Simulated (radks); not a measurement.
Radial electron density D(r) = 4 pi r^2 rho(r) of an atom or ion with 25 electrons. Calculated with a radial shooting solver on a logarithmic mesh with Libxc functionals: Dirac Kohn-Sham, relativistic LDA (MacDonald-Vosko exchange, VWN5 correlation), spin-unpolarised, spherical densities, finite nucleus; Fermi nuclear charge, rms radius of each element as measured or else 0.836 A^(1/3) + 0.57 fm.

| r (bohr) | D(r) (e/bohr) |
|---|---|
| 0.001005 | 2.424 |
| 0.001115 | 2.895 |
| 0.001247 | 3.500 |
| 0.001395 | 4.224 |
| 0.00156 | 5.088 |
| 0.001731 | 6.036 |
| 0.001936 | 7.238 |
| 0.002165 | 8.655 |
| 0.002422 | 10.32 |
| 0.002688 | 12.11 |
| 0.003006 | 14.34 |
| 0.003362 | 16.91 |
| 0.003761 | 19.84 |
| 0.004173 | 22.91 |
| 0.004668 | 26.60 |
| 0.005221 | 30.68 |
| 0.005839 | 35.14 |
| 0.006479 | 39.56 |
| 0.007247 | 44.58 |
| 0.008106 | 49.73 |
| 0.009067 | 54.88 |
| 0.01006 | 59.50 |
| 0.01125 | 64.08 |
| 0.01259 | 68.05 |
| 0.01408 | 71.16 |
| 0.01562 | 73.11 |
| 0.01747 | 74.07 |
| 0.01954 | 73.81 |
| 0.02186 | 72.47 |
| 0.02426 | 70.51 |
| 0.02713 | 68.06 |
| 0.03035 | 65.87 |
| 0.03394 | 64.62 |
| 0.03766 | 64.86 |
| 0.04212 | 67.01 |
| 0.04712 | 71.17 |
| 0.0527 | 76.91 |
| 0.05848 | 82.80 |
| 0.06541 | 88.49 |
| 0.07316 | 92.03 |
| 0.08183 | 92.22 |
| 0.0908 | 88.95 |
| 0.1016 | 82.17 |
| 0.1136 | 73.53 |
| 0.1271 | 65.24 |
| 0.141 | 59.82 |
| 0.1577 | 57.69 |
| 0.1764 | 59.26 |
| 0.1973 | 62.78 |
| 0.2189 | 65.35 |
| 0.2448 | 64.82 |
| 0.2739 | 59.44 |
| 0.3063 | 49.56 |
| 0.3399 | 38.04 |
| 0.3802 | 25.54 |
| 0.4252 | 15.09 |
| 0.4756 | 7.751 |
| 0.5278 | 3.639 |
| 0.5903 | 1.370 |
| 0.6603 | 0.4289 |
| 0.7385 | 0.1094 |
| 0.8195 | 0.02516 |
| 0.9166 | 0.004066 |

What is the nuclear charge?

Answer. Z = 56. The innermost maximum, from 1s, lies near gamma/Z bohr with gamma = sqrt(1 - (Z/c)^2) = 0.913, here 0.0163 bohr (found: 0.0180), and its height grows with Z. The density is that of the barium ion Ba31+ in [Ar] 3d7; the configuration itself is not fixed sharply by these data, and Z only to a few units. D(r) has 3 maxima, at r = 0.0180, 0.0780, 0.230 bohr, and minima at 0.0353, 0.158 bohr, inside which lie 2.04, 11.25 electrons.
